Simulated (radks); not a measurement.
Task: Valence configurations of Cd (all share [Kr]). Method: Dirac Kohn-Sham, PBE, spin-unpolarised, spherical densities, point nucleus; open shells fill j = l - 1/2 first; computed with a radial shooting solver on a logarithmic mesh with Libxc functionals. Order these by energy: 4d10 5s2; 4d10 5p2; 4d9.5 5s1 5p1.5; 4d6 5s2 5p4; 4d10 5s1 5p1; 4d8 5s2 5p2; 4d9.5 5s2 5p0.5; 4d9 5s1 5p2; 4d9 5s2 5p1; 4d9.5 5s0.5 5p2.

Result: From the lowest, in eV above it: 4d10 5s2 0.000; 4d10 5s1 5p1 4.517; 4d9.5 5s2 5p0.5 5.576; 4d10 5p2 9.324; 4d9.5 5s1 5p1.5 10.539; 4d9 5s2 5p1 12.152; 4d9.5 5s0.5 5p2 13.113; 4d9 5s1 5p2 17.518; 4d8 5s2 5p2 28.280; 4d6 5s2 5p4 73.663. NIST lists [Kr] 4d10 5s2 as the ground configuration; this level of theory agrees among the configurations tried. The energies are those of spherical spin-averaged densities, not of single terms.
